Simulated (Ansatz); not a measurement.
`[CH3][InH][SH]` + H₂S → `[SH][InH][SH]` + CH₄  (ligand exchange at the In–C bond)

Computed with Ansatz on PBE0-D4/def2-TZVP structures; ΔE is electronic, products minus reactants. CBS: MP2 limit from def2 TZ/QZ plus the TZ coupled-cluster correction, frozen cores. This one scheme is used for every species. Functionals use def2-TZVPP. def2 core potentials past Kr. For In outer-core shells are correlated without core-valence functions, which leaves a few kJ/mol of doubt a bond. Each species was taken in one conformer, which may not be the lowest.

**Question.** Is it downhill or uphill in electronic energy at CCSD(T)/CBS, and by how much? (An estimate is asked.)

**Answer.** Ansatz gave: Downhill: ΔE = -115.5 kJ/mol.

**Question.** What do these levels give: revPBE-D4, BLYP-D4, r2SCANh-D4, ωB97M-V, PBE0, SCS-MP2/def2-TZVPP? (An estimate is asked.)

**Answer.** Ansatz gave: revPBE-D4 -116.4, BLYP-D4 -117.2, r2SCANh-D4 -121.6, ωB97M-V -115.0, PBE0 -118.3, SCS-MP2/def2-TZVPP -114.0 kJ/mol.

Largest T1 diagnostic among the species: 0.014.

Leaving LDA and LC-ωPBE aside and taking each functional with its dispersion term where it has one, the values, not all of them listed here, spread over 9.1 kJ/mol, from B97M-V to ωB97M-V. LDA lies +3.2 kJ/mol from PBE without D4. In def2-TZVPP, CCSD(T) changes the Hartree–Fock value by +13.6 kJ/mol (the triples alone add −0.2 kJ/mol) and MP2 by +10.7 kJ/mol. At CCSD(T), def2-SVP lies −3.6 kJ/mol from the extrapolated value and def2-TZVPP +3.5 kJ/mol.
